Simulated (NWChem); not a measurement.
## Electron attachment to InO

```
O
In 1 1.9441
```
Charge 0, spin multiplicity 2.

All runs are NWChem calculations. All single points use one geometry, from UPBE/def2-SVP with def2 effective core potentials on In, a minimum by its harmonic frequencies.

Basis set: def2-TZVPD. −ε marks an orbital energy of the parent. The basis adds only a small set of diffuse functions.

Effective core potentials replace the inner electrons of In; spin-orbit coupling is left out. The structure started from a generated list of species. The unpaired electrons of the parent sit in orbitals of symmetry a1 (C2v labels of the run); other states weren't searched. No SCF solution was tested for a lower state.

Problem. One of these methods gave a vertical electron affinity of 2.37 eV. Which?
A. −ε(beta LUMO) of BHandHLYP
B. −ε(beta LUMO) of PBE
C. G0W0@PBE
D. G0W0@PBE0

Solution. A, −ε(beta LUMO) of BHandHLYP. The others give 2.56 (G0W0@PBE), 1.93 (G0W0@PBE0), 5.15 (−ε(beta LUMO) of PBE).
